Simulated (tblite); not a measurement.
C₅H₉OS (doublet state).
Z-matrix (Å and degrees, GFN2-xTB geometry), rows numbered from 1:
```
C 
O   1  1.4055
C   2  1.3552  1  116.03
C   3  1.3751  2  121.60  1   179.73
C   4  1.3787  3  125.03  2     0.42
C   5  1.4612  4  123.02  3  -177.20
S   6  1.8817  5  111.00  4    92.28
H   1  1.0953  2  111.25  3   -62.11
H   1  1.0885  2  106.56  3   178.76
H   1  1.0954  2  111.28  3    59.58
H   3  1.0819  2  117.12  1    -0.52
H   4  1.0811  3  116.32  2   179.86
H   5  1.0792  4  118.81  3    -2.71
H   6  1.0883  5  112.91  4   -22.70
H   6  1.0885  5  113.45  4  -149.52
H   7  1.3304  6   95.35  5    55.60
```

Computed geometry: GFN2-xTB, gas phase. This method treats the open shell by occupation alone, without spin polarisation.

Masses are those of the commonest isotopes; rigid-rotor values at the optimised geometry. The values belong to one conformer with, in the numbering `[CH3:1][O:2]/[CH:3]=[CH:4]\[CH:5][CH2:6][SH:7]`, C1–O2–C3–C4 180°, C3–C4–C5–C6 -177°, C4–C5–C6–S7 92°, C5–C6–S7–H 56°.

**Question.** Give the principal moments of inertia and the rotational constants in MHz.

**Answer.** Ia = 75.98, Ib = 699.06, Ic = 719.89 u·Å²; 505379 MHz·u·Å²/I gives A = 6652, B = 722.9, C = 702.0 MHz.

**Question.** What kind of rotor is it?

**Answer.** A near-prolate asymmetric top; Ray's κ = -0.993.

**Question.** Is it planar, by Δ = Ic − Ia − Ib?

**Answer.** Not planar: Δ = Ic − Ia − Ib = -55.15 u·Å². For a rigid frame Δ = −2 Σ m c², so Σ m c² = 27.57 u·Å² lies off the ab plane: 9.37 from hydrogen and 18.20 from heavier atoms. The atom farthest from that plane is 1.63 Å away.

**Question.** Give the coordinates in the principal-axis frame, origin at the centre of mass.

**Answer.** The sense of each axis is arbitrary; atoms in the order of the calculation.
```
atom  mass (u)   a (Å)   b (Å)   c (Å)
  C1    12.000  -3.736   0.617   0.058
  O2    15.995  -2.379   0.344   0.303
  C3    12.000  -1.776  -0.504  -0.566
  C4    12.000  -0.450  -0.845  -0.438
  C5    12.000   0.391  -0.392   0.556
  C6    12.000   1.809  -0.737   0.617
  S7    31.972   2.856   0.554  -0.266
  H8     1.008  -3.873   1.106  -0.912
  H9     1.008  -4.065   1.286   0.850
 H10     1.008  -4.336  -0.299   0.083
 H11     1.008  -2.385  -0.905  -1.366
 H12     1.008  -0.058  -1.530  -1.177
 H13     1.008   0.011   0.318   1.275
 H14     1.008   2.046  -1.652   0.079
 H15     1.008   2.202  -0.777   1.632
 H16     1.008   2.402   1.586   0.441
```

**Question.** Where do the levels up to J = 4 lie, in K?

**Answer.** Above 0(0,0), as E/k:
J = 1: 1(0,1) 0.068, 1(1,1) 0.353, 1(1,0) 0.354
J = 2: 2(0,2) 0.205, 2(1,2) 0.489, 2(1,1) 0.492, 2(2,1) 1.345, 2(2,0) 1.345
J = 3: 3(0,3) 0.410, 3(1,3) 0.692, 3(1,2) 0.698, 3(2,2) 1.550, 3(2,1) 1.550, 3(3,1) 2.976, 3(3,0) 2.976
J = 4: 4(0,4) 0.684, 4(1,4) 0.964, 4(1,3) 0.974, 4(2,3) 1.824, 4(2,2) 1.824, 4(3,2) 3.249, 4(3,1) 3.249, 4(4,1) 5.244, 4(4,0) 5.244
Those of J = 1 are B + C, A + C and A + B.

For this open shell read J as N, the rotation without spin; fine and hyperfine splittings come on top. Its GFN2-xTB frequencies are all real (lowest 51 cm⁻¹). These are rigid-rotor constants of the computed structure; measured ground-state constants (B0) also hold zero-point vibration.
